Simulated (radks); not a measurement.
The numbers below are computed, except where a source is named.
Effect of the nuclear size on the magnesium ion Mg3+, [He] 2s2 2p5. Level of theory: Dirac Kohn-Sham, BLYP, spin-unpolarised, spherical densities, finite nucleus; open shells fill j = l - 1/2 first; Fermi nuclear charge, rms radius 3.057 fm (a radial shooting solver on a logarithmic mesh with Libxc functionals). The rms radius is varied about that value; shifts are against it.

| rms radius (fm) | total energy shift (eV) | density at nucleus (e/bohr^3) | 1s1/2 shift (meV) |
|---|---|---|---|
| 2.7482 | -0.000509 | 1166 | -0.211 |
| 2.7972 | -0.000432 | 1165 | -0.179 |
| 3.057 | 0 | 1164 | 0.000 |
| 3.3444 | 0.000522 | 1163 | 0.216 |
| 3.6195 | 0.00106 | 1162 | 0.441 |

Slopes of the eigenvalues against <r^2> in GHz/fm^2, as finite differences over the two radii next to the reference (eigenvalue slopes, not the field-shift constants of lines): 1s1/2 28.4.
